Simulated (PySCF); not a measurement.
**Hg₂Se: fields on a plane**

These are results of B3LYP in PySCF with Se def2-SVP, Hg def2-SVP with ECP60; scalar-relativistic core potentials, no spin–orbit coupling; density-fitted integrals, not measurements.

The singlet minimum has Se–Hg 2.611 Å (×2); Hg–Se–Hg 180.0°.

The plane holds Se1 at (0.00, 0.00), Hg2 at (2.61, 0.00), Hg3 at (-2.61, 0.00) Å. Columns run from x = -4.65 to 4.95 Å, rows from y = 2.25 (top) to -1.95 Å, in steps of 0.3 Å. Other isomers or separated fragments may lie lower. Core electrons replaced by a potential are absent, the electrostatic potential uses the reduced nuclear charge, and values within about 0.7 Å of such atoms have no physical meaning.

Problem. Give the electron density (e/Å³) (cut at 5 e/Å³). Every second row and column.

Solution. 
```
0.00 0.00 0.00 0.01 0.01 0.01 0.01 0.01 0.01 0.01 0.01 0.01 0.01 0.01 0.00 0.00 0.00
0.00 0.01 0.03 0.05 0.05 0.03 0.03 0.06 0.07 0.05 0.03 0.04 0.05 0.04 0.02 0.00 0.00
0.01 0.03 0.17 0.54 0.46 0.15 0.13 0.38 0.51 0.22 0.10 0.27 0.60 0.34 0.08 0.01 0.00
0.01 0.09 0.94 5.00 5.00 0.60 0.33 1.75 5.00 0.67 0.28 2.19 5.00 3.85 0.26 0.03 0.00
0.01 0.11 1.59 5.00 5.00 0.90 0.40 5.00 5.00 0.87 0.36 4.37 0.33 5.00 0.36 0.04 0.01
0.01 0.06 0.42 2.39 1.84 0.31 0.22 0.79 1.15 0.42 0.18 0.76 2.90 1.13 0.15 0.02 0.00
0.00 0.02 0.07 0.15 0.14 0.07 0.07 0.15 0.20 0.10 0.05 0.10 0.17 0.11 0.04 0.01 0.00
0.00 0.00 0.01 0.02 0.02 0.01 0.01 0.03 0.03 0.02 0.01 0.01 0.02 0.01 0.01 0.00 0.00
```

Problem. Give the electrostatic potential (V) (cut at 20 V). Every second row and column.

Solution. 
```
 0.3  0.4  0.4  0.4  0.2 -0.3 -0.8 -1.1 -1.2 -1.0 -0.5  0.0  0.3  0.4  0.4  0.3  0.3
 0.5  0.8  1.3  1.8  1.4  0.3 -0.6 -1.1 -1.1 -0.9 -0.2  0.9  1.7  1.6  1.0  0.6  0.4
 0.8  1.7  4.8 11.2  9.8  3.3  1.8  4.9  6.8  2.8  1.9  6.1 12.2  7.9  2.8  1.1  0.6
 1.1  3.4 18.6 20.0 20.0 12.7  9.2 20.0 20.0 20.0  7.0 20.0 20.0 20.0  7.4  1.8  0.8
 1.2  4.0 20.0 20.0 20.0 17.8 12.7 20.0 20.0 20.0  9.2 20.0 20.0 20.0  9.5  2.0  0.8
 0.9  2.5  9.8 20.0 20.0  7.1  4.8 18.4 20.0  9.3  4.2 15.0 20.0 20.0  4.8  1.4  0.7
 0.6  1.1  2.4  4.2  3.6  1.3  0.1  0.3  0.5  0.1  0.5  2.4  4.3  3.3  1.6  0.8  0.5
 0.4  0.5  0.7  0.8  0.5 -0.1 -0.8 -1.3 -1.4 -1.1 -0.4  0.2  0.7  0.8  0.6  0.5  0.3
```

No spin–orbit coupling is included, which matters more the heavier the element.
